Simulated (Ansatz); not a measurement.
**Question.** Name a neutral molecule of C, Cl, Si and H with LUMO energy (PBE/def2-TZVPP) between -1.85 and -1.55 eV and LUMO energy (ωB97M-V/def2-TZVPP) between 1.05 and 1.35 eV (Ansatz, PBE0-D4/def2-TZVP geometry).

**Answer.** `C=C(Cl)[SiH2][SiH3]` (-1.79 eV, 1.19 eV); `[SiH3]C1(Cl)C=C1` (-1.84 eV, 1.33 eV); `[SiH3]C1=C(Cl)C1` (-1.68 eV, 1.34 eV); `C=C([SiH3])CCl` (-1.81 eV, 1.32 eV); `[SiH3][Si]1(Cl)C=C1` (-1.75 eV, 1.16 eV); `ClC1(Cl)C[SiH2]1` (-1.55 eV, 1.10 eV). Other molecules can fit too; these were computed, each in one conformer that needn't be the lowest.
